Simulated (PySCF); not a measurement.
Isomers of C5H9NOSi, one GFN2-xTB conformer each. Single-point energies are computed at PBE0/pcSseg-1 (PySCF, gas phase, no added dispersion term), electronic only.

```
                     SMILES  GFN2-xTB relative energy (kJ/mol)
          C#C[SiH2]N(C=O)CC                              127.8
C[C@@H]1C[C@H](C#N)O[SiH2]1                                0.0
        C#C[Si@@](C)(N)OC=C                              170.4
      C=C[C@H](C)O[SiH2]C#N                               99.4
     O=CN[C@@H]1C=C[SiH2]C1                              111.3
     [H]/N=C(\CO)CC#C[SiH3]                              280.1
          CCO[SiH2]/C=C/C#N                               89.2
      COC[C@]1(C#N)C[SiH2]1                              263.0
          O=CNC1=C[SiH2]CC1                               78.9
            [SiH3]CCc1cocn1                               32.3
```

Conformers: `[CH:1]#[C:2][SiH2:3][N:4]([CH:5]=[O:6])[CH2:7][CH3:8]` with C2–Si3–N4–C5 68°, Si3–N4–C5–O6 -1°, Si3–N4–C7–C8 -78°; `[CH3:1][C@@H:2]1[CH2:3][C@H:4]([C:5]#[N:6])[O:7][SiH2:8]1` with C1–C2–C3–C4 -160°, C2–C3–C4–C5 157°, C3–C4–O7–Si8 -19°, C4–O7–Si8–C2 -3°; `[CH:1]#[C:2][Si@@:3]([CH3:4])([NH2:5])[O:6][CH:7]=[CH2:8]` with C2–Si3–N5–H 77° and -61°, C2–Si3–O6–C7 64°, Si3–O6–C7–C8 -179°; `[CH2:1]=[CH:2][C@H:3]([CH3:4])[O:5][SiH2:6][C:7]#[N:8]` with C1–C2–C3–C4 -119°, C2–C3–O5–Si6 -50°, C3–O5–Si6–C7 62°; `[O:1]=[CH:2][NH:3][C@@H:4]1[CH:5]=[CH:6][SiH2:7][CH2:8]1` with O1–C2–N3–C4 0°, C2–N3–C4–C5 -120°, N3–C4–C5–C6 -109°, C5–C6–Si7–C8 -6°, C6–Si7–C8–C4 13°, N3–C4–C8–Si7 104°; `[H]/[N:1]=[C:2](\[CH2:3][OH:4])[CH2:5][C:6]#[C:7][SiH3:8]` with N1–C2–C3–O4 11°, C2–C3–O4–H 63°, N1–C2–C5–C6 -114°; `[CH3:1][CH2:2][O:3][SiH2:4]/[CH:5]=[CH:6]/[C:7]#[N:8]` with C1–C2–O3–Si4 180°, C2–O3–Si4–C5 180°, O3–Si4–C5–C6 0°; `[CH3:1][O:2][CH2:3][C@:4]1([C:5]#[N:6])[CH2:7][SiH2:8]1` with C1–O2–C3–C4 179°, O2–C3–C4–C5 -160°; `[O:1]=[CH:2][NH:3][C:4]1=[CH:5][SiH2:6][CH2:7][CH2:8]1` with O1–C2–N3–C4 0°, C2–N3–C4–C5 177°, C4–C5–Si6–C7 -7°, C5–Si6–C7–C8 12°, Si6–C7–C8–C4 -13°, N3–C4–C8–C7 -172°; `[SiH3:1][CH2:2][CH2:3][c:4]1[cH:5][o:6][cH:7][n:8]1` with Si1–C2–C3–C4 -58°, C2–C3–C4–C5 -91°.

Question: What does PBE0/pcSseg-1 give for the same structures?

Answer: 
```csv
SMILES,PBE0/pcSseg-1 E (Eh),PBE0/pcSseg-1 (kJ/mol),GFN2-xTB (kJ/mol),point group
O=CNC1=C[SiH2]CC1,-614.87379,0.0,78.9,C1
C[C@@H]1C[C@H](C#N)O[SiH2]1,-614.87299,2.1,0.0,C1
O=CN[C@@H]1C=C[SiH2]C1,-614.86351,27.0,111.3,C1
C#C[Si@@](C)(N)OC=C,-614.86067,34.4,170.4,C1
C=C[C@H](C)O[SiH2]C#N,-614.85643,45.6,99.4,C1
CCO[SiH2]/C=C/C#N,-614.85443,50.8,89.2,Cs
[SiH3]CCc1cocn1,-614.84643,71.8,32.3,C1
C#C[SiH2]N(C=O)CC,-614.83117,111.9,127.8,C1
COC[C@]1(C#N)C[SiH2]1,-614.79089,217.6,263.0,C1
[H]/N=C(\CO)CC#C[SiH3],-614.77923,248.2,280.1,C1
```

GFN2-xTB puts C[C@@H]1C[C@H](C#N)O[SiH2]1 lowest instead; measured from each level's own lowest isomer, the values differ by up to 136.0 kJ/mol (C#C[Si@@](C)(N)OC=C: 170.4 against 34.4). As drawn, the lowest has a C=O bond, a C(=O)–N unit and a C=C bond outside aromatic rings, which the highest lacks; the highest has a C≡C bond, a C=N bond and an O–H bond, which the lowest lacks. Neighbours under 10 kJ/mol apart (O=CNC1=C[SiH2]CC1 and C[C@@H]1C[C@H](C#N)O[SiH2]1; O=CN[C@@H]1C=C[SiH2]C1 and C#C[Si@@](C)(N)OC=C; C=C[C@H](C)O[SiH2]C#N and CCO[SiH2]/C=C/C#N) can change places with a better method, another conformer or zero-point energy.

Question: Which frontier levels, dipoles and rotational constants go with these structures?

Answer: 
| SMILES | HOMO (eV, PBE0/pcSseg-1) | LUMO (eV) | dipole (D) | A, B, C (MHz) |
| --- | --- | --- | --- | --- |
| O=CNC1=C[SiH2]CC1 | -6.75 | -0.51 | 2.60 | 4415, 1008, 838.4 |
| C[C@@H]1C[C@H](C#N)O[SiH2]1 | -8.51 | -0.11 | 4.94 | 3148, 1212, 957.0 |
| O=CN[C@@H]1C=C[SiH2]C1 | -7.33 | -0.47 | 3.45 | 4396, 957.9, 877.3 |
| C#C[Si@@](C)(N)OC=C | -6.74 | 0.02 | 1.70 | 2019, 1202, 996.7 |
| C=C[C@H](C)O[SiH2]C#N | -8.07 | -0.86 | 3.44 | 2274, 1267, 925.4 |
| CCO[SiH2]/C=C/C#N | -8.21 | -1.77 | 5.31 | 3145, 731.5, 602.0 |
| [SiH3]CCc1cocn1 | -7.12 | -0.17 | 1.77 | 3388, 1130, 968.2 |
| C#C[SiH2]N(C=O)CC | -7.58 | -0.19 | 3.41 | 2867, 1122, 948.0 |
| COC[C@]1(C#N)C[SiH2]1 | -7.25 | -0.45 | 4.84 | 2479, 1264, 963.6 |
| [H]/N=C(\CO)CC#C[SiH3] | -7.45 | -0.39 | 1.41 | 3095, 677.7, 605.1 |
